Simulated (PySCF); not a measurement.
# Running PySCF for SiTe

File input.py (PySCF 2.14):

```python
from pyscf import gto, scf, mp

mol = gto.M(
    atom='Si 0 0 0; Te 0 0 2.435',
    basis='x2c-svpall',
    charge=0,
    spin=0,
    verbose=3,
)
mf = scf.RHF(mol)
mf = mf.sfx2c1e()
mf.kernel()
mp.MP2(mf).kernel()
mf.dip_moment()
print('orbital energies (hartree):', mf.mo_energy[..., max(0, mol.nelec[1]-3):mol.nelec[0]+3].round(4))
```

```bash
$ OMP_NUM_THREADS=1 python input.py
```

The log:

```
converged SCF energy = -7079.70703815901
E(RMP2) = -7079.92129625152  E_corr = -0.214258092506955
E(SCS-RMP2) = -7079.91188481598  E_corr = -0.204846656970674
Dipole moment(X, Y, Z, Debye):  0.00000,  0.00000, -2.04983
orbital energies (hartree): [-0.3491 -0.3135 -0.3135  0.0015  0.0015  0.1364]
```

In short: E(SCF) = -7079.707038 Eh, E(MP2) − E(SCF) = -0.21426 Eh, μz(SCF) = -2.05 D.

Run time: 2.8 s on 1 thread of Arm Neoverse N1 (shared host).

Stability towards an unrestricted solution was not tested. The bond length is a typed value, not an optimised one.
